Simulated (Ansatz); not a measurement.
Start from `N=C(Cl)CO` and change one atom or group to get `N=[C](Cl)[GeH3]`.

Ansatz, PBE0-D4/def2-TZVP geometries, multiplicity 1. Each molecule was computed in one conformer, which needn't be the lowest.

Scalar relativity is left out up to krypton.

| property | `N=C(Cl)CO` |
| --- | --- |
| LUMO energy (PBE0/def2-TZVPP) / eV | -0.73 |
| size of the dipole moment (ωB97M-V/def2-TZVPP) / D | 1.77 |
| LUMO energy (B3LYP/def2-TZVPP) / eV | -0.99 |
| ideal-gas entropy at 298 K and 1 bar (rigid rotor, harmonic PBE0-D4/def2-TZVP) / J/(mol·K) | 315 |
| HOMO–LUMO gap (PBE/def2-TZVPP) / eV | 4.68 |
| size of the dipole moment (PBE/def2-TZVPP) / D | 1.60 |

(1) What does the change do to each property? (An estimate is asked.)

Answers

(1) Computed: 
```json
{"property": "LUMO energy (PBE0/def2-TZVPP) / eV", "`N=[C](Cl)[GeH3]`": "-1.02", "shift": "-0.29"}
{"property": "size of the dipole moment (ωB97M-V/def2-TZVPP) / D", "`N=[C](Cl)[GeH3]`": "2.85", "shift": "1.08"}
{"property": "LUMO energy (B3LYP/def2-TZVPP) / eV", "`N=[C](Cl)[GeH3]`": "-1.25", "shift": "-0.26"}
{"property": "ideal-gas entropy at 298 K and 1 bar (rigid rotor, harmonic PBE0-D4/def2-TZVP) / J/(mol·K)", "`N=[C](Cl)[GeH3]`": "329", "shift": "14"}
{"property": "HOMO–LUMO gap (PBE/def2-TZVPP) / eV", "`N=[C](Cl)[GeH3]`": "4.49", "shift": "-0.19"}
{"property": "size of the dipole moment (PBE/def2-TZVPP) / D", "`N=[C](Cl)[GeH3]`": "2.55", "shift": "0.95"}
```

With PBE0 the HOMO rises by 0.27 eV and the LUMO falls by 0.29 eV, so the gap narrows by about 0.56 eV. PBE moves the HOMO by -0.07 eV and ωB97M-V by 0.48 eV. The zero-point energy changes by -52.9 kJ/mol with -3 modes. Dipoles are sizes alone; their direction can turn.

B3LYP here is the variant with VWN-RPA as its local correlation; programs differ in this.
